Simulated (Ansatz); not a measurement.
`CO[SiH2][SiH2]O`. The species carries charge 0 and has multiplicity 1.

```xyz
13

C     2.3229   -1.2187   -0.0266
O     1.2991   -0.2867    0.2324
Si   -0.2282   -0.4606   -0.3650
Si   -1.4195    1.3932    0.4256
O    -2.9552    1.2250   -0.1696
H     2.5324   -1.2946   -1.1002
H     2.0614   -2.2151    0.3488
H     3.2293   -0.8838    0.4808
H    -0.2034   -0.5112   -1.8578
H    -0.8274   -1.7478    0.0992
H    -0.7962    2.6672   -0.0382
H    -1.4189    1.4320    1.9173
H    -3.5963    1.9011    0.0533
```

**Question.** Give the diagnostics of a CCSD(T)/def2-TZVPP run (frozen core, the Gaussian-basis code of Ansatz). (Estimate.)

**Answer.** The calculation gave: T1 = 0.0115, largest single amplitude 0.016, largest double 0.035, (T) share of the correlation energy 3.4 %, 9 CCSD cycles. The RHF solution is stable towards an unrestricted one. T1 lies under the customary mark of 0.02 for closed shells.
